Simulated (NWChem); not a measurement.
Species: C₃H₄O₂S; SMILES CS(C#C)(=O)=O

```xyz
10

C      0.0190     2.5578     0.0000
C     -0.0245     1.3501     0.0000
S     -0.1625    -0.3869     0.0000
C      1.5692    -0.8835     0.0000
O     -0.7618    -0.7855    -1.2746
O     -0.7618    -0.7855     1.2746
H      0.0587     3.6250     0.0000
H      2.0515    -0.5030     0.9024
H      1.5699    -1.9770     0.0000
H      2.0515    -0.5030    -0.9024
```
Atoms are numbered in this order, from 1.

Program: NWChem. Pople sets run with spherical d functions. Coordinates come from a B3LYP/6-31G* (spherical d) optimisation. Atomic charges in e: unrestrained fits to the electrostatic potential beside Mulliken populations; buried atoms are poorly determined by the fit.

Q: Estimate the computed values for Hartree-Fock/6-31G*. Quantities: ESP C1; Mulliken C1; ESP C2; Mulliken C2; ESP S3; Mulliken S3; ESP C4; Mulliken C4; ESP O5; Mulliken O5; relative RMS misfit of the potential (%).

A: 
```json
{
  "ESP C1": "-0.25",
  "Mulliken C1": "-0.24",
  "ESP C2": "-0.18",
  "Mulliken C2": "-0.31",
  "ESP S3": "1.39",
  "Mulliken S3": "1.65",
  "ESP C4": "-0.40",
  "Mulliken C4": "-0.75",
  "ESP O5": "-0.65",
  "Mulliken O5": "-0.69",
  "relative RMS misfit of the potential (%)": "14"
}
```
